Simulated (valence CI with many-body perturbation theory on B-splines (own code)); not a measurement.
E1 transitions of Hg⁶⁵⁺

Level of theory: relativistic CI+MBPT: five valence electrons over a frozen Dirac-Fock core [Ne], a basis of 11 s, 11 p, 10 d, 8 f, 5 g, 2 h functions for each j, with the one-electron correlation potential Σ1, the two-electron term Σ2, the three-electron term Σ3, Breit, model QED; selected CI, second order for the rest, scaled by the run's own slope (own B-spline code, finite nucleus).

The last digits are not significant, and no measured levels were compared; by estimate large intervals hold to a few tenths of a per cent, small ones and those within an open d or f shell to about a per cent. Among the levels kept, up to 3300 cm⁻¹ of a level comes from second order outside the variational space, and about a tenth of that is noise between levels of different J, which matters for small intervals.

Lines 201 to 250 of 569 in falling wavelength, among levels below 130.91 Ry, chosen from the strongest by gf and those to the six lowest levels. Wavelengths and rates use the calculated energies. Electric multipoles are in the length gauge, E1 and E2 with the static RPA response of the core. Weak lines are less certain than strong ones. Lines between different terms over intervals too small for the method are left out, as are lines whose strength nearly cancels. Where a level lies close to another of its J and parity, the split of strength between their lines is uncertain. The highest levels of a list are the least certain.

Levels are named by their leading jj configuration (3d3/2^4 stands for four electrons in 3d with j = 3/2), which in mixed levels can hold well under half, so a name can repeat and another be missing. Letters in brackets count levels of one name in rising energy.

```tsv
λ vac (nm)	Upper	Lower	A (s⁻¹)	log gf	Branch %
3.037	(3s^2 3p3/2 3d3/2 3d5/2) J=5/2 [c]	(3s^2 3p3/2^2 3d3/2) J=5/2	3.18e+11	-0.58	3.5
3.037	(3s^2 3p3/2 3d3/2 3d5/2) J=3/2 [c]	(3s^2 3p3/2^2 3d3/2) J=1/2	6.83e+11	-0.42	6.9
3.035	(3s 3p1/2^2 3d5/2^2) J=9/2	(3s 3p1/2^2 3p3/2 3d5/2) J=9/2	1.99e+11	-0.56	27.2
3.033	(3s 3p1/2^2 3d3/2 3d5/2) J=7/2 [b]	(3s 3p1/2^2 3p3/2 3d3/2) J=7/2	5.74e+10	-1.20	11.8
3.031	(3s 3p1/2 3p3/2^2 3d5/2) J=5/2 [c]	(3s 3p1/2^2 3d3/2^2) J=3/2 [b]	2.59e+11	-0.67	7.9
3.021	(3s^2 3p3/2 3d3/2 3d5/2) J=3/2 [c]	(3s^2 3p3/2^2 3d3/2) J=3/2 [a]	3.50e+11	-0.72	3.5
3.021	(3s^2 3p3/2 3d3/2 3d5/2) J=9/2 [b]	(3s^2 3p3/2^2 3d3/2) J=7/2	1.02e+12	0.15	16.8
3.021	(3s 3p1/2 3p3/2^2 3d5/2) J=5/2 [c]	(3s 3p1/2^2 3d3/2^2) J=3/2 [a]	2.35e+11	-0.71	7.2
3.020	(3s^2 3p1/2 3d5/2^2) J=7/2	(3s^2 3p1/2 3p3/2 3d5/2) J=7/2 [a]	2.51e+11	-0.56	25.5
3.010	(3s 3p1/2^2 3p3/2 3d5/2) J=7/2 [b]	(3s 3p1/2^2 3p3/2^2) J=5/2	2.27e+11	-0.61	10.4
3.002	(3s^2 3p3/2 3d3/2 3d5/2) J=3/2 [b]	(3s^2 3p3/2^2 3d3/2) J=5/2	9.39e+10	-1.29	1.5
2.998	(3s 3p1/2^2 3d3/2 3d5/2) J=5/2 [b]	(3s 3p1/2^2 3p3/2 3d3/2) J=5/2 [a]	1.26e+11	-0.99	26.2
2.982	(3s^2 3p3/2 3d3/2 3d5/2) J=5/2 [d]	(3s^2 3p3/2^2 3d3/2) J=3/2 [a]	9.67e+10	-1.11	1.6
2.964	(3s 3p1/2 3p3/2^2 3d5/2) J=3/2 [d]	(3s 3p1/2 3p3/2^3) J=5/2	1.54e+11	-1.09	2.6
2.932	(3s^2 3p1/2 3p3/2 3d5/2) J=1/2	(3s^2 3p1/2 3p3/2^2) J=3/2	8.13e+10	-1.68	11.2
2.925	(3s^2 3p3/2 3d3/2 3d5/2) J=5/2 [d]	(3s^2 3p3/2^2 3d3/2) J=7/2	7.95e+10	-1.21	1.3
2.197	(3s 3p1/2^2 3p3/2 3d3/2) J=5/2 [a]	(3s^2 3p1/2^2 3d5/2) J=5/2	4.17e+08	-3.74	0.7
2.151	(3s 3p1/2^2 3p3/2 3d3/2) J=7/2	(3s^2 3p1/2^2 3d5/2) J=5/2	2.26e+10	-1.90	35.7
2.080	(3s 3p1/2^2 3p3/2 3d3/2) J=3/2 [b]	(3s^2 3p1/2^2 3d5/2) J=5/2	5.27e+09	-2.86	0.4
2.043	(3s 3p1/2^2 3p3/2 3d3/2) J=5/2 [b]	(3s^2 3p1/2^2 3d5/2) J=5/2	7.85e+09	-2.53	0.4
1.943	(3s^2 3p1/2 3d3/2^2) J=5/2	(3s^2 3p1/2^2 3d5/2) J=5/2	8.09e+08	-3.56	0.0
1.904	(3s 3p1/2 3p3/2^2 3d5/2) J=7/2 [a]	(3s^2 3p1/2 3p3/2 3d5/2) J=5/2 [b]	3.37e+11	-0.83	26.4
1.846	(3s 3p1/2 3p3/2^2 3d5/2) J=7/2 [a]	(3s^2 3p1/2 3p3/2 3d5/2) J=5/2 [a]	1.29e+11	-1.28	10.1
1.845	(3s 3p1/2 3p3/2^2 3d5/2) J=9/2 [b]	(3s^2 3p1/2 3p3/2 3d5/2) J=7/2 [b]	4.26e+11	-0.66	43.6
1.828	(3s 3p1/2 3p3/2^2 3d3/2) J=5/2 [b]	(3s^2 3p1/2 3p3/2 3d3/2) J=3/2 [b]	4.54e+11	-0.87	8.8
1.823	(3s 3p1/2^2 3d3/2^2) J=3/2 [a]	(3s^2 3p1/2 3p3/2^2) J=1/2	2.82e+10	-2.25	2.8
1.819	(3s 3p1/2^2 3d3/2^2) J=3/2 [b]	(3s^2 3p1/2 3p3/2^2) J=1/2	2.29e+10	-2.34	1.9
1.810	(3s 3p1/2 3p3/2^2 3d5/2) J=1/2 [b]	(3s^2 3p1/2 3p3/2 3d5/2) J=3/2 [b]	6.00e+11	-1.23	17.1
1.810	(3s 3p1/2 3p3/2^2 3d5/2) J=9/2 [a]	(3s^2 3p1/2 3p3/2 3d5/2) J=7/2 [a]	8.76e+11	-0.37	95.4
1.807	(3s 3p1/2 3p3/2^2 3d3/2) J=1/2 [a]	(3s^2 3p1/2 3p3/2 3d3/2) J=1/2 [a]	1.11e+12	-0.96	81.3
1.803	(3s 3p1/2 3p3/2^2 3d3/2) J=5/2 [a]	(3s^2 3p1/2 3p3/2 3d3/2) J=3/2 [a]	4.96e+11	-0.84	45.6
1.801	(3s 3p1/2 3p3/2 3d3/2^2) J=7/2 [a]	(3s^2 3p1/2 3d3/2^2) J=5/2	2.29e+11	-1.05	18.9
1.800	(3s^2 3p1/2 3d3/2^2) J=3/2	(3s^2 3p1/2^2 3d5/2) J=5/2	1.93e+10	-2.43	0.2
1.797	(3s 3p1/2 3p3/2^2 3d5/2) J=7/2 [a]	(3s^2 3p1/2 3p3/2 3d5/2) J=7/2 [a]	7.01e+11	-0.57	54.8
1.796	(3s 3p1/2 3p3/2^2 3d3/2) J=3/2 [c]	(3s^2 3p1/2 3p3/2 3d3/2) J=1/2 [b]	5.71e+11	-0.96	8.0
1.793	(3s 3p1/2 3p3/2^2 3d3/2) J=7/2 [b]	(3s^2 3p1/2 3p3/2 3d3/2) J=5/2 [b]	4.67e+11	-0.75	11.2
1.791	(3s 3p1/2 3p3/2^2 3d3/2) J=5/2 [a]	(3s^2 3p1/2 3p3/2 3d3/2) J=5/2 [a]	3.10e+11	-1.05	28.5
1.784	(3s 3p1/2 3p3/2^2 3d3/2) J=5/2 [c]	(3s^2 3p1/2 3p3/2 3d3/2) J=3/2 [b]	1.96e+11	-1.25	3.6
1.781	(3s 3p1/2 3p3/2 3d3/2^2) J=3/2 [a]	(3s 3p1/2^2 3p3/2 3d3/2) J=3/2 [b]	4.04e+11	-1.11	46.2
1.781	(3s 3p1/2^2 3p3/2 3d3/2) J=5/2 [a]	(3s^2 3p1/2^2 3d3/2) J=3/2	8.68e+09	-2.61	15.1
1.778	(3s 3p1/2^2 3d3/2^2) J=3/2 [a]	(3s^2 3p1/2 3p3/2^2) J=5/2	2.71e+10	-2.29	2.7
1.778	(3s 3p1/2 3p3/2^2 3d5/2) J=1/2 [a]	(3s^2 3p1/2 3p3/2 3d5/2) J=3/2 [a]	5.92e+11	-1.25	14.4
1.777	(3s 3p1/2 3p3/2^2 3d5/2) J=11/2	(3s^2 3p1/2 3p3/2 3d5/2) J=9/2	7.15e+11	-0.39	96.4
1.775	(3s 3p1/2^2 3p3/2 3d3/2) J=3/2 [a]	(3s^2 3p1/2^2 3d3/2) J=3/2	9.33e+10	-1.75	58.4
1.775	(3s 3p1/2^2 3d3/2^2) J=3/2 [b]	(3s^2 3p1/2 3p3/2^2) J=5/2	4.89e+10	-2.03	4.1
1.775	(3s 3p1/2 3p3/2^2 3d5/2) J=7/2 [b]	(3s^2 3p1/2 3p3/2 3d5/2) J=5/2 [b]	2.52e+11	-1.02	13.6
1.773	(3s 3p1/2 3p3/2^2 3d5/2) J=9/2 [b]	(3s^2 3p1/2 3p3/2 3d5/2) J=9/2	5.22e+11	-0.61	53.5
1.770	(3s 3p1/2^2 3p3/2 3d5/2) J=5/2 [a]	(3s^2 3p1/2^2 3d5/2) J=5/2	3.75e+11	-0.98	53.8
1.770	(3s 3p1/2^2 3p3/2^2) J=5/2	(3s^2 3p1/2^2 3p3/2) J=3/2	6.13e+11	-0.76	94.9
1.769	(3s 3p1/2 3p3/2^2 3d3/2) J=3/2 [a]	(3s 3p1/2^2 3p3/2^2) J=3/2	6.51e+11	-0.91	57.8
```

(1) How does gf follow from A for the line at 1.807 nm?

Results:

(1) gf = 1.4992 × (2J+1)_upper × A / σ², with σ = 5533632 cm⁻¹ and 2J+1 = 2: gf = 0.109.
